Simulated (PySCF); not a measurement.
HO3S, SMILES O=[S](=O)O, multiplicity 2.

Geometry optimised at B3LYP-D3(BJ)/def2-SVP. The isomer is the one that the SMILES or the coordinates give; other isomers of the formula were not compared. Other conformers were not sampled.

Calculation: CAM-B3LYP/def2-TZVPD (PySCF).

The molecule is in vacuum.

Computed frontier levels, dipole moment and polarisability:
The α spin, highest occupied and lowest empty level is -10.12 and 0.16 eV and the β spin, highest occupied and lowest empty level is -11.44 and -3.85 eV. The dipole moment comes out as 2.71 D and the quadrupole, principal values (traceless, Buckingham form, about the centre of nuclear charge) is -6.95, 1.68, 5.28 D·Å. The mean static polarisability is 34.8 bohr³ (5.15 Å³), the polarisability, principal values is 26.1, 37.0, 41.2 bohr³ and the ⟨S²⟩ is 0.758 (pure state 0.75).
